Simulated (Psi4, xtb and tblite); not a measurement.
Two geometries of triphenylamine, SMILES c1ccc(N(c2ccccc2)c2ccccc2)cc1 (C18H15N), singlet, relaxed at GFN2-xTB with one dihedral held; other torsions can differ between them too.

Structure A

```
34

C     -3.9438    -0.9755     0.7768
C     -3.0379    -1.8598     0.2161
C     -1.7237    -1.4814     0.0134
C     -1.3000    -0.2051     0.3735
N      0.0455     0.1824     0.2094
C      0.9931    -0.8329     0.4552
C      1.9257    -1.2313    -0.4999
C      2.8288    -2.2367    -0.2104
C      2.8077    -2.8653     1.0237
C      1.8701    -2.4850     1.9699
C      0.9684    -1.4763     1.6911
C      0.3876     1.2924    -0.5617
C     -0.5803     2.0673    -1.2035
C     -0.2241     3.2127    -1.8893
C      1.0938     3.6326    -1.9301
C      2.0560     2.8918    -1.2636
C      1.7103     1.7475    -0.5743
C     -2.2119     0.6765     0.9528
C     -3.5250     0.2930     1.1448
H     -4.9698    -1.2741     0.9307
H     -3.3565    -2.8509    -0.0715
H     -1.0201    -2.1727    -0.4275
H      1.9327    -0.7568    -1.4705
H      3.5468    -2.5385    -0.9589
H      3.5145    -3.6509     1.2444
H      1.8438    -2.9739     2.9326
H      0.2344    -1.1771     2.4250
H     -1.6115     1.7480    -1.2063
H     -0.9901     3.7846    -2.3927
H      1.3667     4.5292    -2.4653
H      3.0867     3.2160    -1.2665
H      2.4678     1.2024    -0.0314
H     -1.8777     1.6583     1.2547
H     -4.2230     0.9843     1.5938
```

Structure B

```
34

C     -4.1162    -0.7353     0.6398
C     -3.5384     0.5050     0.8474
C     -2.2008     0.7140     0.5687
C     -1.4140    -0.3263     0.0747
N     -0.0751    -0.1222    -0.2583
C      0.9144    -1.0700     0.0146
C      2.1219    -0.9996    -0.6831
C      3.1265    -1.9144    -0.4380
C      2.9494    -2.9165     0.5016
C      1.7587    -2.9844     1.2058
C      0.7504    -2.0691     0.9743
C      0.3675     1.2086    -0.4774
C      1.0496     1.9033     0.5157
C      1.4422     3.2109     0.2970
C      1.1346     3.8400    -0.8983
C      0.4312     3.1582    -1.8774
C      0.0413     1.8478    -1.6679
C     -2.0100    -1.5682    -0.1581
C     -3.3441    -1.7684     0.1324
H     -5.1601    -0.8949     0.8635
H     -4.1319     1.3201     1.2355
H     -1.7603     1.6854     0.7383
H      2.2627    -0.2209    -1.4186
H      4.0532    -1.8468    -0.9891
H      3.7341    -3.6339     0.6880
H      1.6162    -3.7513     1.9533
H     -0.1633    -2.1169     1.5481
H      1.2842     1.4041     1.4450
H      1.9773     3.7456     1.0679
H      1.4382     4.8629    -1.0639
H      0.1842     3.6490    -2.8071
H     -0.5154     1.3087    -2.4200
H     -1.4186    -2.3692    -0.5766
H     -3.7885    -2.7360    -0.0505
```

### Question
Which is lower in energy at the level PBE0-D3(BJ)/def2-SVP // GFN2-xTB in Psi4, and by how much?

### Answer
B is lower, by 1.01 kcal/mol (dihedral C4–N5–C12–C13: 0° in A, 100° in B).

E(B) − E(A) in kcal/mol at the other levels, on the same two geometries: GFN2-xTB (xtb and tblite) 0.29; PBE0/def2-SVP // GFN2-xTB (Psi4) -1.12; PBE/def2-SVP // GFN2-xTB (Psi4) -0.94; PBE-D3(BJ)/def2-SVP // GFN2-xTB (Psi4) -0.80.
